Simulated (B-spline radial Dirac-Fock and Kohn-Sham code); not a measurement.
**Two-hole binding energies of P**

System: atomic phosphorus, [Ne] 3s2 3p3.

Input file task.json (cfg lists n, l and occupation; rrms is the nuclear radius in fm):

```json
{"items": [{
  "Z": 15,
  "q": 0,
  "cfg": [[1, 0, 2], [2, 0, 2], [2, 1, 6], [3, 0, 2], [3, 1, 3]],
  "A": 31,
  "rrms": 3.1889,
  "do": ["binding", "quiet", "double"]
}]}
```

Command: `python xray_run.py task.json out`

Model: multi-electron Dirac-Fock with separately optimised hole states, Breit and Lamb-shift corrections added in first order. Program: a B-spline atomic structure program. U is the two-hole binding energy less the two single-hole energies, the effective repulsion of the holes after relaxation. Each two-hole energy is an average over J within one jj subconfiguration.

```tsv
holes	E(a) (eV)	E(b) (eV)	E(ab) (eV)	U (eV)
1s⁻²	2152.7	2152.7	4503.0	197.6
1s⁻¹ 2p3/2⁻¹	2152.7	138.2	2337.8	46.9
2s⁻²	197.9	197.9	430.0	34.2
2s⁻¹ 2p3/2⁻¹	197.9	138.2	366.2	30.0
2p3/2⁻¹ 3s⁻¹	138.2	18.27	?	?
```

Task: Give the missing two-hole energy and U.

Result: E(ab) = 170.1 eV and U = 13.6 eV.

Values without a named source are computed, but for edge energies of neutral atoms, which are taken from tables.
